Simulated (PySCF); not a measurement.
3-fluoropenta-1,4-diyne (C5H3F), SMILES C(C(F)C#C)#C.

The structure is a stationary point at B3LYP-D3(BJ)/def2-SVP.

Two levels are set side by side: PBE/def2-TZVP (PySCF) and r2SCAN/def2-TZVP (PySCF). Same geometry, gas phase. Differences are taken from unrounded values.

```tsv
quantity	r2SCAN
orbital gap (eV)	5.78
highest occupied level (eV)	-7.26
lowest empty level (eV)	-1.48
dipole moment (D)	1.80
mean polarisability (bohr³)	54.6
```

### Question
What does PBE give, and how far is it from r2SCAN? (The exact figures need the calculation; the answer reports its results.)

### Answer

```csv
quantity,PBE,PBE minus r2SCAN
orbital gap (eV),5.31,-0.47
highest occupied level (eV),-7.03,0.23
lowest empty level (eV),-1.72,-0.24
dipole moment (D),1.73,-0.07
mean polarisability (bohr³),55.7,1.1
```

Rough cost on one machine, each run with all the roots and properties that it gave: r2SCAN against PBE about 3 times.
